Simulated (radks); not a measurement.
The numbers below are computed, except where a source is named.
Q: Pm8+, configuration [Kr] 4d10 4f3 5s2 5p2 (the NIST ground configuration). Code: a radial shooting solver on a logarithmic mesh with Libxc functionals. Model: scalar-relativistic Kohn-Sham, PBE, spin-polarised, spherical densities, finite nucleus; open shells are filled with parallel spins first (spin-orbit coupling, left out, can overturn this in heavy ions); Fermi nuclear charge, rms radius 4.962 fm. Some entries of the table are withheld. Estimate them.

orbital  occ.  eigenvalue (eV)  <r^2> (bohr^2)  <r> (bohr)
1s up       1        -45141.88       0.0007317     0.02318
1s down     1        -45141.69       0.0007317     0.02318
2s up       1        -7443.339         0.01156     0.09897
2s down     1        -7443.229         0.01156     0.09896
2p up       3        -6660.792        0.009261     0.08711
2p down     3        -6660.623        0.009261     0.08711
3s up       1        -1721.009         0.07756      0.2606
3s down     1        -1719.688         0.07748      0.2604
3p up       3        -1475.224         0.07762      0.2588
3p down     3        -1473.887         0.07752      0.2587
3d up       5        -1138.083         0.06569      0.2363
3d down     5        -1137.019         0.06557      0.2361
4s up       1        -440.3612          0.3924      0.5899
4s down     1        -437.1034          0.3921      0.5898
4p up       3        -359.1807          0.4407      0.6230
4p down     3        -355.9113          0.4400      0.6225
4d up       5        -244.2571          0.5275      0.6757
4d down     5        -240.8902          0.5254      0.6745
5s up       1        -147.9436           1.858         (1)
5s down     1        -143.5056           1.875         (2)
5p up       2        -123.9299           2.237       1.416
5p down     0        -119.6955           2.277       1.428
4f up       3              (3)          0.7977      0.8119
4f down     0              (4)          0.7914      0.8083

A: 
(1) 5s up <r> (bohr): 1.292
(2) 5s down <r> (bohr): 1.297
(3) 4f up eigenvalue (eV): -119.3547
(4) 4f down eigenvalue (eV): -115.6467
